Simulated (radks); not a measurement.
Results of a calculation; reference values are marked as such.
Coulomb parameter of the 3d shell of neutral manganese in the model configuration [Ar] 3d4 4s2 4p1, as a second difference U = [E(n + 0.25) + E(n - 0.25) - 2 E(n)] / (0.25)^2 with all orbitals relaxed. "Bare": the charge of the atom changes with n. "Screened": the 4p shell takes up the change at fixed total charge, which measures U(3d,3d) + U(4p,4p) - 2 U(3d,4p). Code: a radial shooting solver on a logarithmic mesh with Libxc functionals. Model: Dirac Kohn-Sham, LDA (Slater exchange, Perdew-Wang correlation), spin-unpolarised, spherical densities, point nucleus; open shells are shared between the two j in proportion to 2j + 1.

case	configuration	E - E(n) (eV)
start	[Ar] 3d4 4s2 4p1	0.000
bare +0.25	[Ar] 3d4.25 4s2 4p1	-2.917
bare -0.25	[Ar] 3d3.75 4s2 4p1	3.723
screened +0.25	[Ar] 3d4.25 4s2 4p0.75	-2.458
screened -0.25	[Ar] 3d3.75 4s2 4p1.25	2.800

U(bare) = 12.898 eV, U(screened by 4p) = 5.481 eV, against the Slater integral F0(3d,3d) = 22.950 eV with frozen orbitals. The step up makes a negative ion, whose loosely bound charge lowers the bare value.
